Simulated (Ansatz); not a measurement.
**Nudged elastic band run: BBrH₄O**

Input file:

```yaml
crystal:
  periodic: [false, false, false]
  atoms:
    - { symbol: B, position_ang: [-0.126529, -0.49354, -0.028896] }
    - { symbol: O, position_ang: [-0.477504, 0.193707, 1.082601] }
    - { symbol: H, position_ang: [-1.125081, -0.252738, 1.639963] }
    - { symbol: H, position_ang: [0.6823, 0.028301, -0.755238] }
    - { symbol: H, position_ang: [-0.618989, -1.578095, -0.250607] }
    - { symbol: Br, position_ang: [0.720785, 3.228795, 1.882227] }
    - { symbol: H, position_ang: [0.193316, 1.92927, 1.56975] }
basis:
  gaussian: { orbitals: def2-SVP }
hamiltonian:
  xc: pbe0
  dispersion: d4
neb:
  order_check: false
  images: 9
  f_tol: 0.05
  max_iterations: 60
  initial_path: linear
  final_atoms:
    - { symbol: B, position_ang: [-0.00083922, 0.3588323, 0.05843351] }
    - { symbol: O, position_ang: [-0.15411733, -0.11347446, 1.61409998] }
    - { symbol: H, position_ang: [-1.03025705, 0.17909526, 1.91448515] }
    - { symbol: H, position_ang: [1.13473094, 0.06377582, -0.23029257] }
    - { symbol: H, position_ang: [-0.90940731, -0.19837723, -0.51113977] }
    - { symbol: Br, position_ang: [-0.26997481, 2.35222765, 0.16353832] }
    - { symbol: H, position_ang: [0.47816278, 0.41362065, 2.13067539] }
```

Launched with:

```bash
$ ansatz run input.yaml --threads 2 --pin off --max-ram 3072MiB --backend cpu --events-out ev --progress --plain --runs-dir out
```

Output, in part (warnings, iteration lines, the closing report on the highest movable image, with atoms numbered from 0):

```
NEB end point (image 0): max|allowed force component| = 1.769e-2 eV/Å (the criterion of neb.relax_end_points is 1.000e-2)
NEB end point (image 10): max|allowed force component| = 1.764e-2 eV/Å (the criterion of neb.relax_end_points is 1.000e-2)
NEB iter   1: max|band force component| = 7.154e0 eV/Å  barrier→ = 2.3933 eV  barrier← = 2.3807 eV  Δτ_max = 0.2000 Å  (264 SCF iters)
NEB iter   2: max|band force component| = 2.189e0 eV/Å  barrier→ = 1.1817 eV  barrier← = 1.1691 eV  Δτ_max = 0.2000 Å  (252 SCF iters)
NEB iter   3: max|band force component| = 1.799e0 eV/Å  barrier→ = 0.9077 eV  barrier← = 0.8951 eV  Δτ_max = 0.1250 Å  (243 SCF iters)
NEB iter   4: max|band force component| = 8.755e-1 eV/Å  barrier→ = 0.8177 eV  barrier← = 0.8051 eV  Δτ_max = 0.1570 Å  (259 SCF iters)
NEB iter   5: max|band force component| = 1.073e0 eV/Å  barrier→ = 0.7466 eV  barrier← = 0.7340 eV  Δτ_max = 0.0786 Å  (250 SCF iters)
NEB iter   6: max|band force component| = 7.183e-1 eV/Å  barrier→ = 0.6349 eV  barrier← = 0.6223 eV  Δτ_max = 0.0787 Å  (249 SCF iters)
NEB iter   7: max|band force component| = 9.096e-1 eV/Å  barrier→ = 0.5825 eV  barrier← = 0.5699 eV  CI = image 7  Δτ_max = 0.1599 Å  (253 SCF iters)
NEB iter   8: max|band force component| = 2.284e0 eV/Å  barrier→ = 0.8085 eV  barrier← = 0.7959 eV  CI = image 7  Δτ_max = 0.0787 Å  (256 SCF iters)
NEB iter   9: max|band force component| = 7.437e-1 eV/Å  barrier→ = 0.7797 eV  barrier← = 0.7671 eV  CI = image 7  Δτ_max = 0.1544 Å  (258 SCF iters)
NEB iter  10: max|band force component| = 7.254e-1 eV/Å  barrier→ = 0.7552 eV  barrier← = 0.7426 eV  CI = image 7  Δτ_max = 0.0600 Å  (250 SCF iters)
NEB iter  11: max|band force component| = 2.047e-1 eV/Å  barrier→ = 0.7514 eV  barrier← = 0.7388 eV  CI = image 7  Δτ_max = 0.0603 Å  (252 SCF iters)
NEB iter  12: max|band force component| = 5.996e-2 eV/Å  barrier→ = 0.7501 eV  barrier← = 0.7375 eV  CI = image 7  Δτ_max = 0.0307 Å  (254 SCF iters)
NEB iter  13: max|band force component| = 4.745e-2 eV/Å  barrier→ = 0.7498 eV  barrier← = 0.7372 eV  CI = image 7  Δτ_max = 0.0000 Å  (421 SCF iters)
Total energy: -72813.14022439 eV, -2675.8335487273 hartree
Atom 0 at    -0.026698     0.179521     0.085114 Å, force    -0.009679     0.016401    -0.000970 eV/Å
Atom 1 at     0.156763    -0.239548     1.481221 Å, force     0.004143    -0.009997    -0.000996 eV/Å
Atom 2 at    -0.656805    -0.615076     1.842653 Å, force     0.000919     0.006316     0.012282 eV/Å
Atom 3 at     0.992532     0.300726    -0.534734 Å, force     0.002236     0.000706    -0.000699 eV/Å
Atom 4 at    -1.096565    -0.057023    -0.415107 Å, force     0.002711    -0.002111    -0.009576 eV/Å
Atom 5 at    -0.224560     2.448035     0.958976 Å, force     0.000815    -0.007128    -0.005762 eV/Å
Atom 6 at     0.103632     1.039065     1.721677 Å, force    -0.001145    -0.004187     0.005722 eV/Å
Dipole moment:    -0.221830    -0.452970     0.304778 e Å
```

The forces met the threshold. Another band between the same ends (9 images) ends at a top of the same energy, where a vibrational analysis finds 1 clearly imaginary mode. The orbitals stay closed-shell, which can raise the energy where a bond breaks towards radicals; this wasn't checked here.

Final band (atoms are numbered from 1 in the order of the input):

```tsv
image	path coordinate (Å)	energy (eV)	Br6–H7 (Å)	B1–Br6 (Å)	O2–H7 (Å)
0	0.00	0.00	1.44	4.27	1.92
1	0.46	0.01	1.44	4.18	1.93
2	0.92	0.02	1.43	4.04	1.96
3	1.39	0.05	1.43	3.83	2.03
4	1.85	0.08	1.43	3.59	2.11
5	2.31	0.13	1.43	3.25	2.09
6	2.77	0.33	1.45	2.82	1.77
7	3.24	0.75	1.64	2.44	1.30
8	3.75	0.16	2.10	2.10	1.00
9	4.27	0.03	2.59	2.02	0.98
10	4.79	0.01	2.86	2.01	0.97
```

Time of the run: 2.9 min on 2 threads of Arm Neoverse V1 (shared host), peak memory 0.16 GiB.
